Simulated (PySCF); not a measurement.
Ga(F)2(OMe) (CH3F2GaO), SMILES C[O][Ga]([F])[F]. Atoms are numbered in the order given.

```xyz
8

Ga     0.1828     0.2317     0.2219
F      1.5563     1.2336     0.5526
F     -1.0769     0.1421     1.4214
O      0.0573    -0.6728    -1.2776
C     -1.0604    -1.4988    -1.5709
H     -1.5516    -1.1384    -2.4905
H     -0.7149    -2.5313    -1.7478
H     -1.8111    -1.5180    -0.7613
```
Charge 0, spin multiplicity 1.

The structure is a stationary point at r2SCAN-D4/def2-SVP. The structure was generated by enumeration; whether it is a known compound was not checked. One conformer was computed; it need not be the lowest.

Method: PBE/pcSseg-1 (PySCF).

GIAO shieldings, no solvent; atoms alike by connectivity are averaged. δ = σ(ref) − σ: ¹⁹F against CFCl3 (σ = 133.6 ppm); ¹⁷O against H2O (σ = 334.3 ppm); ¹³C against TMS (σ = 182.0 ppm); ¹H against TMS (σ = 31.49 ppm), references at their B3LYP-D3(BJ)/def2-TZVP geometries, non-relativistic.

```tsv
atoms	nucleus	count	δ (ppm)
F2, F3	¹⁹F	2	-208.9
O4	¹⁷O	1	(withheld)
C5	¹³C	1	63.1
H6, H7, H8	¹H	3	(withheld)
```

Question: Complete the blanks. (An estimate is asked for; the answer gives what the named calculation found.)

Answer: 
- O4, δ (ppm): 65.8
- H6, H7, H8, δ (ppm): 4.55
